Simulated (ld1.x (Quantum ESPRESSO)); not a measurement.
Values are calculated unless marked as measured or tabulated.
**Pseudopotentials across the periodic table**

Generated with ld1.x 7.5 (TM, RRKJ, ultrasoft, PAW), atompaw 4.2 or ONCVPSP 4.0.1. The cutoff is in Ry: for ld1.x and atompaw files where the sum of valence levels is converged to 10 mRy in a Bessel basis, for ONCV files where the hardest occupied wave has 1 mHa per electron of residual kinetic energy. The error is the largest all-electron minus pseudo excitation energy over each file’s own four to seven test configurations (ionisations up to +4, promotions, holes and added fractions of an electron), all of which were solved. The labels leave out finer settings (local radius, basis sizes, second energies), which also bear on the numbers. Spin-polarised tests are not counted. The rows are a selection from randomly drawn settings: files with unsolved tests, undetermined cutoffs or missed reference levels are left out.

```tsv
element	potential	cutoff (Ry)	largest error (meV)	bound ghosts
N	TM, PBE, scalar-relativistic, rc 0.70/1.15/0.95 (spd), local s, core correction yes, reference 2s1.75 2p3.25	140	+222	none
Co	TM semilocal, LDA (PZ), scalar-relativistic, rc 2.45/1.10/1.10 (spd), local p, core correction no, reference 3p6 3d7 4s1.5 4p0	180	-71	none
Sm	ultrasoft, BLYP, scalar-relativistic, rc 1.95/2.70/3.45/1.50 (spdf), local smoothed, core correction no, reference 4f6 5s2 5p6 5d1 6s1 6p0	70	+119	none
```

Fill in the row for S: PAW, PBE, scalar-relativistic, rc 1.40/1.65 (sp), local smoothed, core correction yes, reference 3s2 3p2.

cutoff 21 Ry, largest error -51 meV, bound ghosts: none.

Fill in the row for In: TM, PBE, scalar-relativistic, rc 1.55/2.85/1.10 (spd), local s, core correction no, reference 4d10 5s2 5p1.

cutoff 100 Ry, largest error -97 meV, bound ghosts: none.
